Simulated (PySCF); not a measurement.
Coordinates in bohr (charge 0 multiplicity 1):
```
Si    0.0000    0.0000   -3.1406
N     0.0000    0.0000   -6.0877
I     0.0000    0.0000    1.3641
```

Level of theory: PySCF, PBE0, basis Si def2-TZVP, N def2-TZVP, I def2-TZVP with ECP28 (scalar-relativistic core potentials, no spin–orbit coupling, density fitting).

This geometry of ISiN is a stationary point at this level.

(1) What is the point group?

(2) Is it a minimum?

(3) What are the dipole moment and the gap between the highest occupied and lowest empty levels?

(4) Give the ideal-gas entropy at 298.15 K and 1 bar by parts.

(5) What is the atomisation energy, with and without zero-point energy?

Results:

(1) C∞v.

(2) Yes: all harmonic wavenumbers are real.

(3) 5.28 D and 4.17 eV.

(4) translation 172.8, rotation 76.3, vibration 31.4, spin 0.0; total 280.5 J/(mol K).

(5) 629 kJ/mol without, 618 kJ/mol with.

This need not be the most stable arrangement of these atoms.
